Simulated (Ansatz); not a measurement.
Isolated molecules relaxed with PBE0-D4/def2-TZVP in Ansatz; ΔE leaves out vibrations. CCSD(T)/CBS is the MP2 limit (def2-TZVPP, def2-QZVPP) plus CCSD(T) − MP2 in def2-TZVPP, frozen cores. This one scheme is used for every species, atoms too. Functionals use def2-TZVPP. B3LYP here is the variant with VWN-RPA as its local correlation; programs differ in this. Open shells (•) are unrestricted, without spin–orbit coupling. Spin–orbit coupling would lower the free atoms: a little for C, F, O, Si.

`C[C@H]1O[Si@H]1F` → 2 C• + F• + 5 H• + O• + Si•  (atomization)

(1) What is ΔE at CCSD(T)/CBS? (An estimate is asked.)

(2) What do these levels give: B3LYP-D4, PBE, HF/def2-TZVPP, SCS-MP2/def2-TZVPP, SCS-MP2/def2-QZVPP, CCSD/CBS(def2)? (An estimate is asked.)

Largest T1 diagnostic among the species: 0.013.

Results:

(1) Computed: +3960.0 kJ/mol.

(2) Ansatz gave: B3LYP-D4 3937.6, PBE 4015.0, HF/def2-TZVPP 2859.6, SCS-MP2/def2-TZVPP 3910.2, SCS-MP2/def2-QZVPP 3982.6, CCSD/CBS(def2) 3897.4 kJ/mol.

From PBE to PBE0 (25 % exact exchange), in def2-TZVPP and without D4, ΔE moves by −83.4 kJ/mol: exact exchange takes away binding that semilocal exchange gives to molecules. The D4 term adds +30.0 kJ/mol with B3LYP and +15.5 kJ/mol with PBE0; it sums over pairs of atoms, weighted by their polarisabilities, and B3LYP, whose exchange is more repulsive, gets the larger term. In def2-TZVPP, CCSD(T) changes the Hartree–Fock value by +991.1 kJ/mol (the triples alone add +62.7 kJ/mol) and MP2 by +1087.6 kJ/mol; breaking electron pairs costs correlation energy, which Hartree–Fock lacks.

For atomizations the MP2-based limit and the directly extrapolated one differ by several kJ/mol either way, and by 10 to 25 for some Ge, Se and Sn compounds, so smaller differences from it don't rank the levels.
